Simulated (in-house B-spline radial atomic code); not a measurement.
A run on Tl- that did not converge. Method: scalar-relativistic (X2C) B97-1, spin-polarised, spherical fractional occupations, exact exchange averaged over the configuration, Fermi nucleus of rms radius 5.4759 fm; computed with an all-electron radial atomic-structure program (B-spline basis).

Command:
```bash
python run_scf.py task.json out
```
Settings (nuclear radius in fm, mass in u):
```
Z                81
configuration    [Xe] 4f14 5d10 6s2 6p2
hamiltonian      x2c
method           b97_1
spin_polarised   True
nucleus          fermi
rms_radius       5.4759
atomic_mass      204.97443
speed_of_light   137.035999084
exact_exchange   averaged over the configuration
```

First and last ten iterations of the last attempt (damped for 15 steps, keeping 80 % of the old Fock matrix, then DIIS):
```
 iter        energy (Eh)    residual
    1      -20247.711749    7.81e-01
    2      -20206.410734    4.53e-01
    3      -20249.204013    8.38e-02
    4      -20249.371138    6.15e-02
    5      -20249.468173    4.47e-02
    6      -20249.525140    3.16e-02
    7      -20249.559124    2.16e-02
    8      -20249.579801    1.45e-02
    9      -20249.592616    1.03e-02
   10      -20249.600658    7.64e-03
  111      -20249.606946    3.81e-03
  112      -20249.609120    3.19e-03
  113      -20249.608200    3.47e-03
  114      -20249.608540    3.35e-03
  115      -20249.608465    3.39e-03
  116      -20249.613701    1.33e-03
  117      -20249.598689    5.54e-03
  118      -20249.614200    7.00e-04
  119      -20249.614186    5.97e-04
  120      -20249.614111    6.89e-04
 not converged after 120 iterations
```

The smallest residual met was 2.7e-04; the threshold is about 8e-07. No energy from this run should be used. Time taken, with all properties: 6.7 s on 1 thread of Intel(R) Xeon(R) Platinum 8488C, on a shared host.
